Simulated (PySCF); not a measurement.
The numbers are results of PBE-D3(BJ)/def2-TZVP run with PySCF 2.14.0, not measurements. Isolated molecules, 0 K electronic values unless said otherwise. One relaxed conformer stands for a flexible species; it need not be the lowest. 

Reference species (SMILES): `S[Si](S)(S)S` (neutral, multiplicity 1).

The LUMO comes out as -1.50 eV and the HOMO–LUMO gap is 4.89 eV.

Changed species: `S[SiH2]S` (H–S–Si–S torsion 56°, S–Si–S–H torsion 56°) (whole molecule; the reference has whole molecule).

Q: What does the change do to the LUMO and HOMO–LUMO gap?

A: the LUMO rises by 0.37 eV, to -1.13 eV; the HOMO–LUMO gap goes up by 0.26 eV, to 5.15 eV.
